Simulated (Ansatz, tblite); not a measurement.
Cost and result up the ladder for Al₄B₂ (6 atoms). Charge 0, multiplicity 1. Geometry: B3LYP-D4/def2-SVP.

```xyz
6

B     0.336    0.123    0.184
B    -0.954   -0.034   -0.661
Al    0.689   -1.412    1.562
Al   -1.602   -1.812    0.151
Al   -0.518    1.761   -1.722
Al    2.048    1.374    0.485
```

Ansatz on 4 threads of INTEL XEON PLATINUM 8581C on a shared host; xTB runs through tblite on one thread. Times are rough, summed over both states, and most runs start from the orbitals of an earlier one. B2PLYP/def2-TZVP serves as the yardstick here, not as an exact answer. The other state is a triplet at its own geometry, which has other bonds, so the gap mixes isomer and spin.

The xTB rows come from tblite. Correlated methods freeze 22 core orbitals. The structure comes from a short search, and lower isomers may exist.

Run but left out: HF/STO-3G (singlet: restricted singlet, unstable in another Hartree–Fock run and untested here); HF/def2-TZVP, HF/def2-TZVPP (singlet: restricted singlet, unstable towards broken spin symmetry); MP2/def2-TZVP, MP2/def2-TZVPP, CCSD/def2-TZVPP, CCSD(T)/def2-TZVPP (triplet: ⟨S²⟩ 2.60 to 2.61, where a pure state has 2.00).

Correlated methods converge slowly with the basis.

xTB has no spin-polarisation term.

| level | functions | triplet − singlet (eV) | difference from B2PLYP/def2-TZVP (eV) |
| --- | --- | --- | --- |
| B2PLYP/def2-TZVP | 210 | 0.50 | 0.00 |
| GFN2-xTB | 44 | 0.64 | 0.13 |
| PBE0-D4/def2-TZVP | 210 | 0.21 | -0.29 |
| r2SCAN-D4/def2-TZVP | 210 | 0.03 | -0.47 |
| PBE-D4/def2-TZVP (with forces) | 210 | 0.37 | -0.13 |
| GFN1-xTB | 44 | 2.13 | 1.63 |

(1) Estimate how long each takes.

Answers

(1) GFN1-xTB 0.013 s; GFN2-xTB 0.042 s; PBE-D4/def2-TZVP (with forces) 4.2 s; PBE0-D4/def2-TZVP 7.9 s; r2SCAN-D4/def2-TZVP 8.3 s; B2PLYP/def2-TZVP 10 s. On shared hardware such times vary by a factor of up to 3.
